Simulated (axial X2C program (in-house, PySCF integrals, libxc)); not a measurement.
How the levels of ClOsCl⁺ (d5 s0 p(π)0 orbitals) move with the bond length

Calculated with an in-house all-electron X2C program for linear molecules (integrals from PySCF): two-component X2C with atomic mean-field Coulomb and Gaunt terms, basis Cl dyall-v3z, Os dyall-v3z (cores contracted in-house). Orbitals come from Hartree–Fock averaged over the configuration Os d5 s0 p(π)0; CI then distributes these electrons over the d, s, p(π) shells of Os.

At Cl–Os–Cl held linear, both bonds 2.210 Å:

| Ω | energy (cm⁻¹) | g∥ | configuration |
| --- | --- | --- | --- |
| 5/2 | 0 | 9.72 | 100% d5 |
| 1/2 | 188 | 1.96 | 100% d5 |
| 3/2 | 196 | 5.89 | 100% d5 |
| 5/2 | 10019 | 7.07 | 100% d5 |
| 3/2 | 12275 | 3.34 | 100% d5 |
| 7/2 | 12386 | 9.00 | 100% d5 |
| 1/2 | 12991 | 0.23 | 100% d5 |
| 5/2 | 13572 | 5.96 | 100% d5 |
| 9/2 | 13791 | 11.76 | 100% d5 |
| 7/2 | 14651 | 9.06 | 100% d5 |
| 3/2 | 15454 | 2.38 | 100% d5 |
| 1/2 | 15774 | 3.48 | 100% d5 |
| 5/2 | 16111 | 5.40 | 100% d5 |
| 1/2 | 16618 | 1.44 | 100% d5 |

g∥ is the magnitude of 2⟨Lz + ge Sz⟩ for the +Ω component. The lowest 14 levels at most are listed.

At Cl–Os–Cl held linear, both bonds 2.133 Å:

| Ω | energy (cm⁻¹) | g∥ | configuration |
| --- | --- | --- | --- |
| 5/2 | 0 | 9.65 | 100% d5 |
| 3/2 | 299 | 5.87 | 100% d5 |
| 1/2 | 313 | 1.96 | 100% d5 |
| 5/2 | 8960 | 7.33 | 100% d5 |
| 3/2 | 11085 | 3.63 | 100% d5 |
| 7/2 | 11463 | 8.51 | 100% d5 |
| 1/2 | 11652 | 0.09 | 100% d5 |
| 9/2 | 12422 | 11.81 | 100% d5 |
| 5/2 | 12429 | 5.39 | 100% d5 |
| 7/2 | 14141 | 9.45 | 100% d5 |
| 1/2 | 14256 | 3.70 | 100% d5 |
| 3/2 | 14515 | 1.40 | 100% d5 |
| 5/2 | 15572 | 5.74 | 100% d5 |
| 1/2 | 15812 | 0.86 | 100% d5 |

The lowest level lies 1691 cm⁻¹ above the lowest at the first distance.

Problem. How does the gap from the lowest to the fifth level change between the two distances?

Solution. From 12275 to 11085 cm⁻¹, a factor of 0.90.

There is no dynamic correlation: spin–orbit spacings and, for f shells, spacings inside one term are the most reliable numbers, splittings between terms come out too wide, and energies between configurations are not reliable, so the lowest level need not be the ground state of the molecule. For d shells the ligand-field splittings (σ, π, δ) and their order can be off by a thousand cm⁻¹ or more. At most 4 roots were kept for each Ω > 0 (twice that for Ω = 0) within 3.2 eV of the lowest, so higher up levels can be missing between those listed; levels with Ω > 0 are doubly degenerate and listed once, Ω = 0 levels singly. The open spinors mix strongly with ligand orbitals, which this small active space describes poorly. States that fill the shells left empty in the average are placed too high. The molecule was held linear; bending was not examined.
